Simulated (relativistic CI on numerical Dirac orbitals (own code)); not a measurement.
**d5 in a ligand field**

Computed with a parametric ligand-field model of a d^n configuration (Racah B and C, spin-orbit zeta, crystal field), exact diagonalisation.

Field parameters in Wybourne normalisation: Oh B⁴₀ = 21Dq, B⁴₄ = √(5/14) B⁴₀; Td as Oh with Dq negative (B⁴₀ = 21Dq, B⁴₄ = √(5/14) B⁴₀). The field is a parameter set, without covalency.

Question: Ground term and bands for B = 860, C = 3250, ζ = 0 cm⁻¹, Td, 10Dq = -3550 cm⁻¹?

Answer: Ground term 6A1 with 2.00 electrons in the two orbitals of the cubic e set. Spin-allowed: none. Lowest spin-forbidden: 4T1 22975 cm⁻¹ (435 nm), 4T2 24513 cm⁻¹ (408 nm), 4A1+E 24850 cm⁻¹ (402 nm). A high-spin d5 ion has no spin-allowed d-d band, hence its pale colour.

Question: Ground term and bands for B = 580, C = 2520, ζ = 0 cm⁻¹, Oh, 10Dq = 23950 cm⁻¹?

Answer: Ground term 2T2 with 0.04 electrons in the two orbitals of the cubic e set. Spin-allowed: 2A2 20844 cm⁻¹ (480 nm), 2T1 21045 cm⁻¹ (475 nm), 2T2 22593 cm⁻¹ (443 nm), 2E 23949 cm⁻¹ (418 nm). Lowest spin-forbidden: 4T1 12089 cm⁻¹ (827 nm), 6A1 15421 cm⁻¹ (648 nm), 4T2 16420 cm⁻¹ (609 nm).

Question: A d5 ion in Oh symmetry has the ground term 2T2 and bands at 6A1 7764 cm⁻¹ (1288 nm), 4T1 11991 cm⁻¹ (834 nm), 4T2 19090 cm⁻¹ (524 nm), 2A2 28506 cm⁻¹ (351 nm), 2T1 28821 cm⁻¹ (347 nm), 2T2 31318 cm⁻¹ (319 nm), 2E 33801 cm⁻¹ (296 nm). Which parameters reproduce them?

Answer: B = 980, C = 4830, ζ = 0 cm⁻¹, Oh, 10Dq = 33900 cm⁻¹.

Question: Ground term and bands for B = 650, C = 2470, ζ = 0 cm⁻¹, Oh, 10Dq = 23800 cm⁻¹?

Answer: Ground term 2T2 with 0.04 electrons in the two orbitals of the cubic e set. Spin-allowed: 2A2 20650 cm⁻¹ (484 nm), 2T1 20890 cm⁻¹ (479 nm), 2T2 22556 cm⁻¹ (443 nm), 2E 23953 cm⁻¹ (417 nm). Lowest spin-forbidden: 4T1 11909 cm⁻¹ (840 nm), 6A1 14728 cm⁻¹ (679 nm), 4T2 16750 cm⁻¹ (597 nm).

Question: A d5 ion in Oh symmetry has the ground term 2T2 and bands at 4T1 17572 cm⁻¹ (569 nm), 4T2 23434 cm⁻¹ (427 nm), 6A1 23991 cm⁻¹ (417 nm), 2A2 28504 cm⁻¹ (351 nm), 2T1 28785 cm⁻¹ (347 nm), 2T2 30865 cm⁻¹ (324 nm), 2E 32587 cm⁻¹ (307 nm). Which parameters reproduce them?

Answer: B = 780, C = 3110, ζ = 0 cm⁻¹, Oh, 10Dq = 32500 cm⁻¹.
